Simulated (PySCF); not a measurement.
C₄H₂BrCl, SMILES Br/C=C(\C#C)Cl. Geometry optimised at PBE0-D3(BJ)/def2-SVP. The structure was generated by enumeration; whether it is a known compound was not checked.

Computed equilibrium geometry at PBE0-D3(BJ)/def2-SVP (PySCF confirms it by a frequency run) as Cartesian coordinates in Å, and its point group:
point group Cs.
```xyz
8

C      2.5520     1.1002     0.0000
C      1.3402     1.0540     0.0000
C     -0.0763     1.0202     0.0000
Cl    -0.8712     2.5686     0.0000
C     -0.8397    -0.0874     0.0000
Br    -0.1355    -1.8085     0.0000
H      3.6262     1.1352     0.0000
H     -1.9287    -0.0268     0.0000
```
